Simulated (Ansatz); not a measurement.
Basis-set extrapolation for C3H7BO3, SMILES `C=CCOB(O)O` (PBE0-D4/def2-TZVP geometry, frozen core, the Gaussian-basis code of Ansatz). Multiplicity 1, RHF reference.

```
                      def2-TZVPP   def2-QZVPP
                 HF  -367.253777  -367.270998
    MP2 correlation    -1.294867    -1.391156
CCSD(T) correlation    -1.382590      not run
```

Energies in hartree. Use E(X) = E(∞) + A·exp(−7.88·√X) for Hartree–Fock and E(X) = E(∞) + B·X^(−2.97) for correlation, with X = 3 and 4, and add CCSD(T) minus MP2 of the smaller set to the MP2 limit.

Question: What is the CCSD(T) energy at the basis-set limit?

Answer: HF limit: -367.270998 + (-0.017221) × 0.13774 = -367.27337. MP2 limit: -1.391156 + (-0.096289) × 0.74074 = -1.46248. Higher-order term: -1.382590 − (-1.294867) = -0.08772. Total: -368.82357 hartree, 491.5 kJ/mol below CCSD(T)/def2-TZVPP.
